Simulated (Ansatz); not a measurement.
# Setting up AsH3 in Ansatz

AsH3: 4 atoms, total charge 0, spin state singlet.

```xyz
4

As    1.2686    0.1482   -0.9464
H     0.7419    1.1444    0.0178
H     2.0379    1.3749   -1.6331
H     0.1674    0.4268   -1.8998
```

Settings wanted:

| Setting | Value |
| --- | --- |
| basis set | def2-SVP |
| integral approximation | automatic |
| task | energy |
| method | DFT |
| functional | B2PLYP |
| dispersion | none |
| reference | RKS |
| relativity | none |
| accuracy | medium |
| frozen core orbitals | 9 |

Q: Give an Ansatz 0.2.0 job that does this.

A: This one ran through:

run.yaml:
```yaml
crystal:
  periodic: [false, false, false]
  atoms:
    - {symbol: As, position_ang: [1.268560, 0.148210, -0.946390]}
    - {symbol: H, position_ang: [0.741950, 1.144410, 0.017790]}
    - {symbol: H, position_ang: [2.037930, 1.374940, -1.633130]}
    - {symbol: H, position_ang: [0.167430, 0.426750, -1.899830]}
basis:
  gaussian:
    orbitals: def2-SVP
hamiltonian:
  xc: {name: B2PLYP}
correlation:
  frozen_orbitals: {As: 9, H: 0}
```

```bash
$ ansatz run run.yaml --threads 1 --pin off --max-ram 2610MiB --events-out events.jsonl --progress --plain --runs-dir runs
```

Calculated total energy: -2236.98741 Eh.
